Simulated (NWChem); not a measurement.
Species: TlCl; SMILES [Cl][Tl]

Results from NWChem. Coordinates come from a PBE0/def2-SVP optimisation. def2 effective core potentials on Tl; no spin-orbit coupling.

Question: Taking PBE/def2-QZVP as the yardstick, which of these has the fewest basis functions while keeping “highest occupied level (eV)” within 0.2 eV of it: PBE/def2-TZVPD; PBE/def2-SVP; PBE/def2-SVPD; PBE/def2-TZVPP; PBE/def2-TZVP?

Answer: PBE/def2-SVPD.
```
level           basis functions  highest occupied level (eV)  relative time (rough)
--------------  ---------------  ---------------------------  ---------------------
PBE/def2-SVP                 44                        -6.23                      1
PBE/def2-SVPD                59                        -6.56                      2
PBE/def2-TZVP                87                        -6.42                      5
PBE/def2-TZVPP               92                        -6.42                      4
PBE/def2-TZVPD              102                        -6.49                      6
PBE/def2-QZVP               152                        -6.47                     20
```

The yardstick is one finite set, not the basis-set limit.
